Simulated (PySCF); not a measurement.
Gas-phase reaction: 3 BF₃ + 3 O = B₃O₃F₃ + 6 F

Computed with PySCF (xtb for GFN2) and rigid-rotor harmonic-oscillator thermochemistry at 1 bar. 'Table' is the NASA 1993 thermochemical table (part measured, part estimated). After a fit of one offset per element over all species, the range-separated, M06-2X, PBE0/def2-QZVP and CCSD(T)/def2-TZVPP enthalpies, where run, lie to one side of the table for B₃O₃F₃ (-22 kJ/mol): a fault of the table's entry, another state or a shared error of the levels is possible; this was not checked at source. † marks an energy on the PBE0/def2-TZVP geometry and frequencies; other levels use their own. MP2 freezes the core. Open shells (unrestricted): O (multiplicity 3, electronic degeneracy 9), F (multiplicity 2, electronic degeneracy 6); the rest are closed-shell singlets. GFN2 has no spin-polarisation term. Spin-orbit splitting is ignored; it lowers the true energy and changes the entropy of O, F. MP2 isn't extrapolated to the basis-set limit; its ΔH°(298 K) is 788.6 kJ in def2-SVP and 817.2 kJ in def2-TZVPP. The harmonic model lacks anharmonicity and excited electronic states, which grow with temperature; levels with a mode under 35 cm⁻¹ are left out. The table's entry may be an old estimate for B₃O₃F₃ (not checked at source).

| level | ΔH°(298 K), kJ | minus table | ΔG°(1800 K), kJ |
|---|---|---|---|
| table | 770.6 | - | 630.8 |
| BLYP/def2-TZVP† | 788.1 | 17.5 | 649.8 |
| GFN2-xTB | -550.6 | -1321.2 | -681.3 |
| MP2/def2-SVP† | 788.6 | 18.0 | 650.3 |
| PBE0/def2-TZVP | 729.0 | -41.6 | 590.7 |
| ωB97M-V/def2-TZVP† | 741.0 | -29.6 | 602.6 |
| ωB97X-V/def2-TZVP† | 736.5 | -34.1 | 598.1 |
